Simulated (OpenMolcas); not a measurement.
# Levels of As IV by method

```yaml
Program: OpenMolcas
Basis: ANO-RCC-VTZP [6s5p3d1f]
Scalar_Hamiltonian: DKH2, point nucleus
Active_space: 2 electrons in 4 orbitals (4s 4p)
State_averaging: 2S+1 = 3 even, 3 roots; 2S+1 = 1 even, 7 roots; 2S+1 = 3 odd, 3 roots; 2S+1 = 1 odd, 3 roots
Spin-orbit_coupling: state interaction with AMFI integrals over the reference wave functions, term energies averaged over their components
```

Methods on the same reference wave functions:
A. CASSCF
B. SS-CASPT2, IPEA 0.25 Eh, imaginary shift 0.1 Eh (closed shells correlated: 3d)
C. MS-CASPT2, IPEA 0.25 Eh, imaginary shift 0.1 Eh (closed shells correlated: 3d)

Energies in eV above 4s² ¹S₀, the measured ground level; measured values from Moore, Atomic Energy Levels, vol. II, NSRDS-NBS 35 (1971 reprint of NBS Circular 467, 1952).

```json
{"Level": "4s² ¹S₀", "A": "0.0000", "B": "0.0000", "C": "0.0000", "Measured": "0.0000"}
{"Level": "4s 4p ³P°₀", "A": "8.9872", "B": "9.060", "C": "9.066", "Measured": ""}
{"Level": "4s 4p ³P°₁", "A": "9.1154", "B": "9.188", "C": "9.194", "Measured": "9.5421"}
{"Level": "4s 4p ³P°₂", "A": "9.3869", "B": "9.460", "C": "9.466", "Measured": "9.8558"}
{"Level": "4s 4p ¹P°₁", "A": "14.9123", "B": "14.137", "C": "14.143", "Measured": "13.8890"}
{"Level": "4p² ³P₀", "A": "21.9994", "B": "22.071", "C": "22.077", "Measured": ""}
{"Level": "4p² ³P₁", "A": "22.1532", "B": "22.231", "C": "22.237", "Measured": "22.4992"}
{"Level": "4p² ³P₂", "A": "22.3889", "B": "22.386", "C": "22.392", "Measured": "22.8619"}
{"Level": "4p² ¹D₂", "A": "23.8538", "B": "22.806", "C": "22.812", "Measured": ""}
{"Level": "4p² ¹S₀", "A": "27.1043", "B": "26.176", "C": "26.188", "Measured": "26.2453"}
```

Deviations, from unrounded energies. A percentage is the sum of absolute deviations over the sum of measured energies, with the sign that they share, or ± where signs differ.

```tsv
Against measurement	Levels	A	B	C
mean absolute deviation (cm-1)	6	4800	2400	2400
other configurations (%)	6	±3.4	±1.7	±1.7
```

B, C lie about equally close to measurement and A furthest from it. The largest miss of C in the table is 4p² ³P₂, by -3800 cm-1. The ranking rests on the paired levels alone, and a cruder setting can come out closer through cancelling errors.

Between B and C the level of the table that moves most is 4p² ¹S₀, by 100 cm-1 (lowest in B, highest in C).

The lowest spin-free term lies below A's lowest term by 0.046 hartree in B, 0.046 hartree in C.

Over all roots computed the reference weight is 0.93 to 0.99 in B, 0.93 to 0.99 in C; the roots of lowest weight are the least certain, and an intruder state may touch them. The ¹D term of p² mixes with s d, which this space lacks. Computed and measured levels are paired by configuration, term and J; levels that our copy of the source lacks, or whose pairing is in doubt (as where it misses far off the trend of its configuration), stay unpaired and out of the deviations. Levels of configurations outside the active space are missing.

° marks odd parity.
